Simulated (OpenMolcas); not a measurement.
**As⁺: thermal populations, the spin-orbit constant, worked from levels**

| Property | Result |
| --- | --- |
| Program | OpenMolcas 26.06 |
| Basis | ANO-R2 [6s5p4d3f1g] |
| Scalar Hamiltonian | X2C, finite nucleus |
| Active space | 2 electrons in 3 orbitals (4p) |
| State averaging | 2S+1 = 3 even, 3 roots; 2S+1 = 1 even, 6 roots |
| Spin-orbit coupling | RASSI with atomic mean-field integrals over the reference wave functions, term energies averaged over their components |

Methods: CASSCF; SS-CASPT2, IPEA 0.25 Eh, imaginary shift 0.1 Eh (closed shells correlated: 3d 4s). Measured levels: NIST Handbook of Basic Atomic Spectroscopic Data.

**Thermal populations.** Z = Σ (2J + 1) exp(-E/kT) with k = 0.695035 cm-1/K, over the levels below. No other level of either list lies under 54800 cm-1, which is above 7 kT at each temperature.

| Level | 2J + 1 | SS-CASPT2 | measured |
| --- | --- | --- | --- |
| 4s2 4p2 3P0 | 1 | 0.0 | 0.0 |
| 4s2 4p2 3P1 | 3 | 927 | 1063 |
| 4s2 4p2 3P2 | 5 | 2270 | 2541 |
| 4s2 4p2 1D2 | 5 | 10210 | 10096 |
| 4s2 4p2 1S0 | 1 | 22910 | 22599 |

```tsv
T (K)	Z, SS-CASPT2	Z, measured levels	Ground level (%), SS-CASPT2	Ground level (%), measured levels
3000	4.644	4.319	21.5	23.2
5000	6.166	5.891	16.2	17.0
8000	7.677	7.475	13.0	13.4
```

At 8000 K, kT = 5560 cm-1, and the computed levels give Z = 1.000 + 2.539 + 3.324 + 0.797 + 0.016 = 7.677.

**The spin-orbit constant.** For the Hund term 3P of p2, E(J) = (A/2) J(J+1) + constant and ζ = 2S·A = 2A. From J = 0 to J = 2 the energy changes by 3 A.

```json
{"Source": "CASSCF", "E(2) - E(0)": "2259.6", "A": "753.2", "ζ": "1506"}
{"Source": "SS-CASPT2", "E(2) - E(0)": "2265.1", "A": "755.0", "ζ": "1510"}
{"Source": "measured", "E(2) - E(0)": "2541.3", "A": "847.1", "ζ": "1694"}
```

All in cm-1. SS-CASPT2 is off by -10.9 % and CASSCF by -11.1 %. Both methods take the spin-orbit matrix elements from the reference wave functions, so the second can move ζ only through the term energies and any multistate remixing. Second-order mixing with other terms is absorbed into this ζ.

CASPT2 does not keep the components of a term degenerate, so their means are used; among the terms shown or strongly mixed into the levels shown the widest spread is 100 cm-1 (4s2 4p2 1D, SS-CASPT2). With the s shell closed, the reference lacks s² → p² mixing. Without dynamic correlation excited terms often stand tens of per cent too high (terms of higher spin than the ground term too low), and those without a measured partner can miss by more than the paired ones (holds for CASSCF). Measured partners are found by configuration, term and J. A level has none where our copy of the source lacks it or the pairing is in doubt (some pairs that miss far off the trend of their configuration count as doubtful), and it then counts in no deviation. Levels of configurations outside the active space are missing.
